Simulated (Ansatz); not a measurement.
Reaction: LiCl (SMILES [Li][Cl]) → LiCl+ (parent SMILES [Cl][Li], doublet) + e-
Each species at its own B3LYP-D3(BJ)/def2-TZVP minimum (Ansatz, a program for electronic structure).

Total energies in hartree (Ansatz). Open shells are spin-unrestricted; no spin-orbit coupling. Correlated methods leave the cores frozen. No relativity. The spin of ClLi+ (parent SMILES [Li][Cl], doublet) was assumed, and the state is the lowest solution found for it.

```tsv
species	HF/def2-TZVPP	CCSD(T)/def2-TZVPP	HF/def2-QZVPP	CCSD(T)/def2-QZVPP	CCSDT(Q)/def2-QZVPP
1: LiCl (SMILES [Li][Cl])	-467.04132	-467.26700	-467.05540	-467.30501	-467.30593
2: LiCl+ (parent SMILES [Li][Cl], doublet)	-466.73006	-466.91829	-466.74433	-466.95009	-466.95108
```

Work out the adiabatic ionisation energy (electronic) in eV: take Hartree-Fock from def2-QZVPP, extrapolate the CCSD(T) correlation energy as X^-3 (X = 3, 4), and add CCSDT(Q) - CCSD(T) in def2-QZVPP. 1 hartree = 27.211 eV.


Species 1: correlation (64·(-0.24961) - 27·(-0.22568))/37 = -0.26707; step -0.00092; E1 = -467.05540 + (-0.26707) + (-0.00092) = -467.32339
Species 2: correlation (64·(-0.20576) - 27·(-0.18823))/37 = -0.21855; step -0.00099; E2 = -466.74433 + (-0.21855) + (-0.00099) = -466.96387
-1·E1 +1·E2 = 0.35952 hartree = 9.78 eV.
